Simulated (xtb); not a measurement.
H3Zr, SMILES [ZrH3+] (connectivity only; charge and spin as stated), charge +1, multiplicity 1. All values are semi-empirical tight-binding results from xtb (GFN2-xTB unless named), good for trends rather than for accurate numbers. Coordinates come from a GFN2-xTB optimisation. The multiplicity is an assumed one; other spin states were not compared.

For metal compounds this method's bond lengths and energies can be far off.

Computed properties:
- point group as xtb finds it: D3h
- orbital gap: 2.98 eV
- zero-point energy: 7.0 kcal/mol
- G − E(el) at 298.15 K (modified RRHO): -6.8 kcal/mol
